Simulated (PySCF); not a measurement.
# Working out the ionisation energy of Cl⁺

Cl⁺ [Ne] 3s2 3p4 (3P) → Cl²⁺ [Ne] 3s2 3p3 (4S). Calculation: PySCF 2.14, in x2c-TZVPPall (5s5p3d1f, 42 functions); the spin-free X2C one-electron Hamiltonian (Gaussian nucleus). Frozen: 1s2. Energies in hartree (1 hartree = 27.21139 eV):

```
             part  Cl⁺ (lower)  Cl²⁺ (upper)
              UHF  -460.455676   -459.626124
MP2 opposite-spin    -0.207687     -0.182550
    MP2 same-spin    -0.079708     -0.076248
```

What does Hartree-Fock give?

(-459.626124) − (-460.455676) = 0.829552 hartree = 22.573 eV.

What do MP2 and SCS-MP2 (6/5 opposite-spin, 1/3 same-spin) give?

The opposite-spin parts differ by 0.684 eV and the same-spin parts by 0.094 eV. MP2: 22.573 + (0.684) + (0.094) = 23.351 eV. SCS-MP2: 22.573 + 1.2 × (0.684) + (0.094)/3 = 23.425 eV.

Measured between the centres of the two terms (NIST): 23.771 eV, so MP2 (valence and next inner shell) is off by -0.420 eV.

What remains against the reference includes basis incompleteness, the frozen core and correlation beyond second order.
